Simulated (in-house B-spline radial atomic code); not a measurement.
Atomic self-consistent-field run: Dy2+ (an excited or competing configuration). Method: scalar-relativistic (X2C) TPSSh, spin-polarised, spherical fractional occupations, exact exchange averaged over the configuration, Fermi nucleus of rms radius 5.2218 fm. Calculated with a radial B-spline atomic code at the basis-set limit.

Command:
```bash
python run_scf.py task.json out
```
Settings (nuclear radius in fm, mass in u):
```
Z                66
configuration    [Kr] 4d9 4f10 5s2 5p6 5f1
hamiltonian      x2c
method           tpssh
spin_polarised   True
nucleus          fermi
rms_radius       5.2218
atomic_mass      163.92918
speed_of_light   137.035999084
exact_exchange   averaged over the configuration
```

Output (hartree, bohr):
```
 radial grid: 78 intervals, B-splines of order 8, outer radius 53.7037 bohr

 iter        energy (Eh)    residual
    1      -12149.676660    1.13e-01
    2      -12149.682565    2.20e-03
    3      -12149.682597    8.09e-04
    4      -12149.682604    3.26e-04
    5      -12149.682607    8.16e-05
    6      -12149.682607    3.89e-05
    7      -12149.682607    2.10e-05
    8      -12149.682607    3.77e-06
    9      -12149.682607    3.34e-07

 total energy                    -12149.68261
 kinetic                           13333.3041
 electron-nucleus                 -29905.4455
 Hartree                            4687.8311
 exact exchange                      -25.9468
 exchange-correlation               -239.4255

 orbital      occ     eigenvalue          <r>       <r^2>       <1/r>       r_max
 1s up      1.000     -1971.0209    0.0203786  0.00057627     80.3322      0.0125
 1s down    1.000     -1971.0207    0.0203786  0.00057627     80.3322      0.0125
 2s up      1.000      -329.7003    0.0890339  0.00942621     18.5894     0.07585
 2s down    1.000      -329.6773    0.0890306  0.00942554     18.5904     0.07585
 2p up      3.000      -293.1892    0.0789841  0.00763294      16.255     0.06119
 2p down    3.000      -293.1697      0.07898  0.00763215     16.2557     0.06118
 3s up      1.000       -74.5545     0.233894   0.0626605     6.68607      0.2153
 3s down    1.000       -74.4890     0.233745   0.0625761     6.69083      0.2153
 3p up      3.000       -63.2556     0.232684   0.0628614     6.04495      0.2113
 3p down    3.000       -63.1835     0.232499   0.0627552     6.04959      0.2113
 3d up      5.000       -48.4450     0.212078   0.0528383     5.67192      0.1729
 3d down    5.000       -48.3692       0.2119   0.0527384     5.67546      0.1728
 4s up      1.000       -15.8147     0.529226    0.316212     2.76335      0.4943
 4s down    1.000       -15.6010     0.529376    0.316412     2.76157      0.4941
 4p up      3.000       -12.0650     0.559595     0.35624     2.48731      0.5154
 4p down    3.000       -11.8464     0.560018     0.35685     2.48457      0.5152
 4d up      5.000        -6.8740     0.606461    0.426575     2.18513       0.534
 4d down    4.000        -6.6581     0.608049    0.429191     2.18012      0.5338
 4f up      7.000        -1.2314     0.782558    0.784583     1.65027      0.5316
 4f down    3.000        -1.0582     0.813792    0.863838      1.6122      0.5337
 5s up      1.000        -2.7802      1.26993     1.81034     1.05626       1.144
 5s down    1.000        -2.7056      1.28475     1.85261     1.04003       1.154
 5p up      3.000        -1.8450       1.4646     2.42294    0.892371       1.289
 5p down    3.000        -1.7917      1.48521     2.49194    0.876945       1.303
 5f up      1.000        -0.2417      5.75826     36.7986    0.201056       5.366
```

Time taken, with all properties: 0.98 s on 1 thread of Arm Neoverse N1, on a shared host.

One-electron X2C: radii and densities carry no picture-change correction, so inner-shell <1/r> comes out high (for 1s by about 2 % at Z = 33, 5 % at 54, 10 % at 75, 30 % at 118) and <r> low.
